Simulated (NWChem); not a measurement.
System: BeNH2Cl; SMILES [NH2][Be][Cl]

```xyz
5

Be     0.0007    -0.5436     0.0000
Cl     0.0000     1.2752     0.0000
N      0.0005    -2.0362     0.0000
H     -0.0035    -2.6251    -0.8260
H     -0.0035    -2.6251     0.8260
```
Atoms are numbered in this order, from 1.

Program: NWChem. Pople sets run with spherical d functions. Geometry: optimised at PBE0/def2-SVP.

Task: Taking PBE0/6-311++G** as the yardstick, which of these has the fewest basis functions while keeping “dipole (D)” within 0.2 D of it: PBE0/6-31G*; PBE0/6-311G**; PBE0/6-31+G*; PBE0/3-21G; PBE0/STO-3G?

Result: PBE0/6-31+G* (a larger set in the list lies outside the tolerance).
```csv
level,basis functions,dipole (D)
PBE0/STO-3G,21,3.18
PBE0/3-21G,35,3.46
PBE0/6-31G*,50,2.70
PBE0/6-31+G*,62,2.45
PBE0/6-311G**,74,2.56
PBE0/6-311++G**,88,2.30
```

The yardstick is one finite set, not the basis-set limit.
